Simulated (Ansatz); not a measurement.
The cluster Al₄Ru, relaxed as a triplet with UKS PBE0-D4/def2-SVP in Ansatz, starting from the PBE0-D4/def2-SVP geometry of the neutral singlet. Force threshold 0.02 eV/Å.

In the def2 sets Ru takes a core potential; there is no spin–orbit coupling. At PBE0-D4/def2-SVP a singlet of charge 0 lies 0.75 eV below the triplet, each at its own geometry. The structure comes from a short search, and lower isomers may exist.

Start:

```xyz
5

Ru   -0.329    0.839    0.282
Al   -1.079   -1.284   -0.088
Al   -0.585    0.834   -2.094
Al    1.630   -0.124   -0.384
Al    0.363   -0.265    2.285
```

**Question.** Estimate the energy that the relaxation releases and the steps that it takes.

**Answer.** 7.3 kcal/mol, in 13 steps; 38 s on 4 threads of Arm Neoverse V1 on a shared host. The force fell under the threshold at step 4, but the optimiser went on and released 0.058 eV more. No frequencies were taken in this run, so the end may be a saddle point.

**Question.** Does the start keep its bonding and symmetry?

**Answer.** By distances, no bond broke or formed. The bond that changes most is Al4–Al5, from 2.96 to 3.07 Å (atoms count from 1). Point group C2v at the start, Cs at the end, both within 0.05 Å.

**Question.** Predict the relaxed structure.

**Answer.** 
```xyz
5

Ru   -0.3210    0.5293    0.2023
Al   -1.3242   -1.5258   -0.0961
Al   -0.5241    1.1295   -2.0486
Al    1.7392   -0.1568   -0.4159
Al    0.4301    0.0238    2.3583
```
Bond lengths (bridged metal pairs left out): 4 × Al–Ru 2.26 to 2.34 Å.
